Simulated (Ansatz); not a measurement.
Reaction (formal exchange of groups at the Si–Al bond): `[NH2][AlH][SiH2][SiH2]Cl` + CH₄ → `C[SiH2][SiH2]Cl` + `[NH2][AlH2]`

Calculated with Ansatz (gas phase, PBE0-D4/def2-TZVP geometries, no zero-point term in ΔE). CBS: MP2 limit from def2 TZ/QZ plus the TZ coupled-cluster correction, frozen cores. This one scheme is used for every species. One conformer a species, not always the lowest.

| species | SCS-MP2/def2-QZVPP energy (Eh) |
| --- | --- |
| `[NH2][AlH][SiH2][SiH2]Cl` | -1338.81436 |
| CH₄ | -40.43589 |
| `C[SiH2][SiH2]Cl` | -1080.13785 |
| `[NH2][AlH2]` | -299.10373 |

**Question.** Work out ΔE.

**Answer.** ΔE = (-1080.13785) + (-299.10373) − (-1338.81436) − (-40.43589) = 0.00867 Eh = +22.8 kJ/mol. CCSD(T)/CBS gives +31.3 kJ/mol.

Largest T1 diagnostic among the species: 0.013.

In def2-TZVPP, CCSD(T) changes the Hartree–Fock value by +15.8 kJ/mol (the triples alone add +2.9 kJ/mol) and MP2 by +10.6 kJ/mol. The D4 term adds +4.8 kJ/mol with B3LYP and +3.1 kJ/mol with PBE0; it sums over pairs of atoms, weighted by their polarisabilities, and B3LYP, whose exchange is more repulsive, gets the larger term. From PBE to PBE0 (25 % exact exchange), in def2-TZVPP and without D4, ΔE moves by −3.9 kJ/mol.

B3LYP here is the variant with VWN-RPA as its local correlation; programs differ in this.
